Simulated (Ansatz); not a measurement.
Wavefunction ladder for `BC(F)OC=O`

Z-matrix (Å, degrees):
```
C
F 1 1.373
O 1 1.414 2 107.6
B 1 1.567 2 114.6 3 125.4
H 1 1.105 2 106.6 3 -116.0
C 3 1.347 1 116.1 2 -85.7
H 4 1.191 1 119.8 2 20.0
H 4 1.192 1 118.2 2 -165.3
O 6 1.191 3 125.9 1 -4.1
H 6 1.098 3 108.8 1 176.7
```

Total charge 0; spin multiplicity 1. All single points use the PBE0-D4/def2-TZVP geometry. It is one conformer, not always the lowest. Frozen core, restricted reference, Ansatz 0.2.0. CBS rows extrapolate triple and quadruple zeta; past MP2 they add the triple-zeta difference.

```tsv
basis	HF (Eh)	MP2 corr.	CCSD corr.	(T)	CCSD(T) total
def2-TZVPP	-352.03412	-1.12297	-1.14772	-0.04472	-353.22656
def2-QZVPP	-352.04976	-1.21194	–	–	–
CBS(def2)	-352.05191	-1.27785	-1.30260	as TZ	-353.39923
```
